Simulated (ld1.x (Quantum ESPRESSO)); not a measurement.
# Varying the PAW potential for Al

Base potential:

Al, PAW, made with ld1.x (Quantum ESPRESSO) 7.5 (PBEsol, non-relativistic). Core [Ne], reference 3s1 3p2. Waves: 3s (bound): rcut 1.70, rcutus 2.05 bohr; 3s channel at -0.05 Ry: rcut 1.70, rcutus 2.05 bohr; 3p (bound): rcut 2.10, rcutus 2.80 bohr; 3p channel at 0.3 Ry: rcut 2.10, rcutus 2.80 bohr; 3d channel at 0.5 Ry: rcut 2.25, rcutus 2.85 bohr; 3d channel at 1.95 Ry: rcut 2.25, rcutus 2.85 bohr. Local part: all-electron potential smoothed inside 1.85 bohr (lloc = -1). Core correction: Bessel-smoothed model core inside 1.25 bohr. Augmentation charge: PSQ, inside the norm-conserving radii.

Cutoffs, loose and tight: the cutoffs (Ry, on a coarse ladder) from which the occupation-weighted sum of valence levels, in a spherical-Bessel basis at the reference potential, stays within 10 and 1 mRy of its value at 400 Ry. They do not see the model core or the augmentation charge, which bear on the density cutoff. Test errors are all-electron minus pseudo excitation energies from the reference, over the configurations 3s2 3p1; 3s2 3p0; 3s1 3p0; 3s2 3p1.3; 3s0 3p3; 3s1 3p1; 3s2 3p0.5. A dash means not determined; rows that change the core or the reference have their own tests.

| change | outcome | cutoff, loose | cutoff, tight | bound ghosts | largest test error (meV) |
| --- | --- | --- | --- | --- | --- |
| base | generated | 6 Ry | 10 Ry | none | -12 |
| reference 3s2 3p1 | generated | 6 Ry | 10 Ry | none | -22 |
| waves 3d channel at 0.5 Ry: rcut 2.25, rcutus 2.88 bohr; 3d channel at 1.95 Ry: rcut 2.25, rcutus 2.88 bohr | generated | 6 Ry | 10 Ry | none | -12 |
| functional PBE; removed wave 3d channel at 1.95 Ry: rcut 2.25, rcutus 2.85 bohr | generated | 6 Ry | 10 Ry | none | -11 |
| local potential all-electron potential smoothed inside 2.64 bohr (lloc = -1) | generated | 6 Ry | 10 Ry | none | -12 |
| waves 3s (bound): rcut 1.70, rcutus 2.76 bohr; 3s channel at -0.05 Ry: rcut 1.70, rcutus 2.76 bohr | generated | 6 Ry | 8 Ry | none | -11 |
| wave 3p channel at 0.3 Ry: rcut 2.10, rcutus 2.80 bohr becomes 3p channel at 1.99 Ry: rcut 2.10, rcutus 2.80 bohr | generated | 6 Ry | 10 Ry | none | -12 |
| core correction Bessel-smoothed model core inside 1.60 bohr | generated | 6 Ry | 10 Ry | none | -12 |
| waves 3p (bound): rcut 2.10, rcutus 2.98 bohr; 3p channel at 0.3 Ry: rcut 2.10, rcutus 2.98 bohr | generated | 6 Ry | 8 Ry | none | -12 |

(1) What comes out with this change to the base: type TM; waves now 3p (bound): rc 2.80 bohr; 3d channel at 0.5 Ry: rc 2.85 bohr; 3s (bound): rc 2.05 bohr; local potential the s channel?

## Answers

(1) outcome: generated; cutoff, loose: 8 Ry; cutoff, tight: 25 Ry; bound ghosts: none; largest test error (meV): +9.5.
